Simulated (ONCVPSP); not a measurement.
**Configuration tests for Xe (ONCV)**

ONCVPSP 4.0.1 input, shortened (lines: element, Z, core and valence counts, functional; n l f; lmax; l rc ep ncon nbas qcut; lloc lpopt rc5 dvloc0; l nproj debl; icmod fcfact rcfact), LDA (Perdew-Wang 92), scalar-relativistic:

```
  Xe 54.00    9    2  -001012      upf
    1    0    2.00
    2    0    2.00
    2    1    6.00
    3    0    2.00
    3    1    6.00
    3    2   10.00
    4    0    2.00
    4    1    6.00
    4    2   10.00
    5    0    2.00
    5    1    6.00
    1
    0    1.45    0.00    4    6    4.70
    1    1.55    0.00    5    8    5.70
    0    5    1.45    0.00
    0    0    1.10
    1    2    3.10
    3    5.75    1.60
```

Energies are relative to the spin-unpolarised reference configuration 5s2 5p6; without spin polarisation the order of configurations can differ from experiment.

Problem. Give the all-electron excitation energy and the error of the potential for: 5s2 5p5; 5s2 5p4; 5s2 5p3; 5s1 5p6.

Solution.

| valence configuration | charge | ΔE all-electron (eV) | error AE − PS (meV) |
| --- | --- | --- | --- |
| 5s2 5p5 | +1 | 12.696 | -21 |
| 5s2 5p4 | +2 | 34.636 | -106 |
| 5s2 5p3 | +3 | 66.600 | -302 |
| 5s1 5p6 | +1 | 24.934 | -30 |

Note: ghosts flagged at negative energy: p at -86.3 eV; no localised positive-energy state flagged. A true bound ghost makes a file unfit for plane-wave use.
